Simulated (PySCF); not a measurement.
Compound: C2H5IOSi.
Numbering: `[SiH3:1][O:2]/[CH:3]=[CH:4]\[I:5]` (hydrogens: H6, H7, H8 on Si1; H9 on C3; H10 on C4)

Level of theory: PBE0-D3(BJ)/def2-SVP geometry optimisation, gas phase, def2 core potentials past Kr (PySCF).

Q: What internal coordinates does the optimisation give?

A: 
| bond | length (Å) |
| --- | --- |
| Si1–O2 | 1.685 |
| O2–C3 | 1.329 |
| C3=C4 | 1.338 |
| C4–I5 | 2.086 |
| Si1–H6, Si1–H7, Si1–H8 | 1.488 |
| C3–H9 | 1.098 |
| C4–H10 | 1.090 |

Bonds in one row agree within 0.01 Å and their mean is given. A selection of angles:
| angle | degrees |
| --- | --- |
| O2–Si1–H6 | 103.1 |
| O2–Si1–H7 | 111.6 |
| H6–Si1–H7 | 109.6 |
| H7–Si1–H8 | 111.4 |
| Si1–O2–C3 | 139.7 |
| O2–C3–C4 | 130.8 |
| O2–C3–H9 | 112.2 |
| C4–C3–H9 | 117.0 |
| C3–C4–I5 | 126.0 |
| C3–C4–H10 | 119.8 |
| I5–C4–H10 | 114.1 |

Torsions: Si1–O2–C3–C4 13° (synperiplanar); O2–C3–C4–I5 0° (synperiplanar). The mirror-image conformer, all signs reversed, is as good.

Si1 (oxygen-bound silicon) is distorted tetrahedral (angles from 103.1° to 111.6°). Of the pairs four or more bonds apart, Si1···I5 is among the closest relative to their van der Waals radii: 3.61 Å, 89 % of the sum of Bondi's values.

Point group: near Cs, missed by 0.30 Å at most; the miss may be what the optimiser left on a soft mode. No PBE0-D3(BJ)/def2-SVP frequencies stand behind this structure, so it isn't proved a minimum. The numbers are those of one conformer.

Time: 75 s of wall time; peak memory 0.49 GiB. Hardware: Arm Neoverse N1, one thread, no GPU (shared host). That covers the optimisation of the geometry.
